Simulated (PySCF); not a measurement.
Delta-SCF ions had no search for a lower state. Excitations are Tamm–Dancoff values on a coarser integration grid. The basis has no diffuse functions, so Rydberg states are missing or too high.

Z-matrix (Å, degrees):
```
C
O 1 1.2073
C 1 1.4542 2 130.65
C 3 1.3428 1 106.81 2 -180.00
O 4 1.3383 3 116.19 1 0.00
H 3 1.0777 4 126.98 5 180.00
H 4 1.0826 5 114.35 3 180.00
C 5 1.4292 4 106.83 7 180.00
H 8 1.0914 5 109.01 4 120.23
H 8 1.0914 9 109.55 5 -119.21
```
Charge 0, multiplicity 1.

Q: Estimate the vertical ionisation energy (Delta-SCF), S1 excitation (TDA) and dipole moment that ωB97X-D3(BJ)/def2-TZVP // PBE0-D3(BJ)/def2-TZVP run with PySCF returns for this input.

A: 
```json
{
 "vertical ionisation energy (Delta-SCF)": "9.66 eV",
 "S1 excitation (TDA)": "4.35 eV",
 "dipole_moment": "3.08 D"
}
```
